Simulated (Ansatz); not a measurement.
`[CH3][Nb]([NH2])([F])=[S]` + HCl → `[NH2][Nb]([F])(=[S])[Cl]` + CH₄ at 700 K and 1 bar (ligand exchange at the Nb–C bond).

Program: Ansatz. Geometries: PBE0-D4/def2-TZVP. ΔE: electronic, gas phase. CCSD(T)/CBS is the MP2 limit (def2-TZVPP, def2-QZVPP) plus CCSD(T) − MP2 in def2-TZVPP, frozen cores. This one scheme is used for every species. def2 core potentials past Kr. For Nb outer-core shells are correlated without core-valence functions, which leaves a few kJ/mol of doubt a bond. Each species was taken in one conformer, which may not be the lowest.

| species | CCSD(T)/CBS energy (Eh) | H − E (kJ/mol) | S (J/(mol·K)) |
| --- | --- | --- | --- |
| `[CH3][Nb]([NH2])([F])=[S]` | -650.39729 | 253.1 | 499.3 |
| HCl | -460.38127 | 38.4 | 211.8 |
| `[NH2][Nb]([F])(=[S])[Cl]` | -1070.38350 | 151.2 | 466.1 |
| CH₄ | -40.46206 | 145.9 | 224.0 |

H − E and S are ideal-gas, rigid-rotor, harmonic terms from PBE0-D4/def2-TZVP, for one conformer and one mirror image of each species. 1 Eh = 2625.50 kJ/mol, R = 8.31446 J/(mol·K).

Q: By hand: ΔE, ΔH, ΔS and ΔG.

A: ΔE = (-1070.38350) + (-40.46206) − (-650.39729) − (-460.38127) = -0.06700 Eh = -175.9 kJ/mol. Δ(H − E) = 151.2 + 145.9 − 253.1 − 38.4 = 5.6, so ΔH = -170.3 kJ/mol. ΔS = 466.1 + 224.0 − 499.3 − 211.8 = -21.0 J/(mol·K). ΔG = -170.3 − 700 × (-21.0)/1000 = -155.6 kJ/mol.

Q: By hand: the equilibrium constant, and the temperature at which ΔG would vanish if ΔH and ΔS stayed fixed.

A: log₁₀ K = −ΔG/(RT ln 10) = 11.6. ΔG = 0 at ΔH/ΔS = 8110 K, far beyond where these terms or the molecules hold.

ΔH outweighs TΔS. A doubt of 5 kJ/mol in ΔE shifts log₁₀ K by 0.4 here. Other conformers and mirror images would add mixing entropy, several J/(mol·K) or more a flexible species. These are equilibria of isolated gas molecules and say nothing of rates. Largest T1 diagnostic: 0.023 (customary marks: 0.02 for closed shells, 0.045 for open ones).
